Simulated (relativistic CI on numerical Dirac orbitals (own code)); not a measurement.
# Ions with 44 electrons, Ag3+ to Pr15+

Calculated at this level of theory: Dirac-Coulomb-Breit CI, KLI orbitals optimised for each configuration, model QED, valence Slater integrals scaled by 0.9, P86 correlation energy added to each configuration (own radial code, finite nucleus).

Configuration list (outside the closed core [Ar] 3d10): 4s2 4p6 4d8, 4s2 4p6 4d7 5s, 4s2 4p5 4d9, 4s2 4p6 4d7 4f, 4s2 4p4 4d10, 4s 4p6 4d9, 4s2 4p6 4d7 5p. Levels of other configurations are missing.

Energies above each ion's lowest level, in cm⁻¹. Levels are followed by their leading LS label, which can pass from one level to another where the coupling changes.

```csv
Ion,4s2 4p6 4d8 3F_4,4s2 4p6 4d8 3F_3,4s2 4p6 4d8 3P_2,4s2 4p6 4d8 3P_1,4s2 4p6 4d8 3P_0,4s2 4p6 4d8 1G_4,4s2 4p6 4d8 1S_0
Ag3+,0.0,3985.7,12053.5,16710.0,16852.2,21886.8,45581.2
Cd4+,0.0,5054.5,13622.7,18990.2,19006.5,24464.1,50552.6
In5+,0.0,6266.7,15283.5,21310.9,21126.1,27057.8,55560.6
Sn6+,0.0,7634.4,17105.5,23725.4,23246.0,29716.4,60683.4
Sb7+,0.0,9170.6,19132.4,26266.9,25380.3,32474.0,65985.2
Te8+,0.0,10888.5,21389.1,28960.4,27533.7,35358.0,71522.2
I9+,0.0,12801.9,23887.9,31827.3,29706.1,38391.9,77345.8
Xe10+,0.0,14925.0,26634.9,34887.1,31894.9,41597.4,83504.3
Cs11+,0.0,17272.3,29634.6,38157.8,34096.0,44994.8,90043.9
Ba12+,0.0,19858.9,32892.8,41657.4,36304.8,48603.8,97009.5
La13+,0.0,22700.1,36417.6,45403.3,38516.7,52443.6,104444.3
Ce14+,0.0,25811.8,40219.3,49413.0,40727.4,56533.1,112390.7
Pr15+,0.0,29210.2,44309.9,53704.1,42933.0,60891.3,120890.1
```

The lowest level keeps the configuration 4s2 4p6 4d8 and J = 4 throughout.

Between Z = 56 and 59 the energy of 4s2 4p6 4d8 3F_3 follows a local power law Z^7.4. For orientation: electrostatic splittings inside a shell grow about linearly with the screened charge, excitations that change n as its square, and fine structure as its fourth power; written in Z itself the exponents are larger, since the screened charge grows faster in proportion.

The members near neutrality are the least accurate: they can be off by several eV, miss lower levels of configurations outside the list, or start from a wrong lowest level.
